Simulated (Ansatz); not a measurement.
BBr2H2N, SMILES `NB(Br)Br` from Hartree–Fock to CCSD(T)

```json
{"atom": "N1", "x (Å)": "-0.539", "y (Å)": "0.490", "z (Å)": "-0.403"}
{"atom": "B2", "x (Å)": "0.355", "y (Å)": "-0.323", "z (Å)": "0.266"}
{"atom": "Br3", "x (Å)": "0.454", "y (Å)": "-2.196", "z (Å)": "-0.154"}
{"atom": "Br4", "x (Å)": "1.504", "y (Å)": "0.416", "z (Å)": "1.618"}
{"atom": "H5", "x (Å)": "-0.619", "y (Å)": "1.474", "z (Å)": "-0.211"}
{"atom": "H6", "x (Å)": "-1.155", "y (Å)": "0.140", "z (Å)": "-1.116"}
```

Total charge 0; spin multiplicity 1. Correlated methods include outer-core shells of Br, which these sets cover unevenly. Scalar relativity is left out up to krypton. All single points use the PBE0-D4/def2-TZVP geometry. It is one conformer, not always the lowest. Frozen core, restricted reference, Ansatz.

```
     basis      HF (Eh)  MP2 corr.  CCSD corr.       (T)  CCSD(T) total
  def2-SVP            ?   -0.71365           ?         ?              ?
def2-TZVPP            ?   -0.86138    -0.87739  -0.03336              ?
def2-QZVPP  -5225.39525   -1.51920           –         –              –
```

(1) Fill in the withheld values. (Best estimate.)

## Answers

(1) The calculation gave: def2-SVP HF (Eh): -5224.57204; def2-SVP CCSD corr.: -0.72795; def2-SVP (T): -0.01879; def2-SVP CCSD(T) total: -5225.31878; def2-TZVPP HF (Eh): -5225.29316; def2-TZVPP CCSD(T) total: -5226.20391.
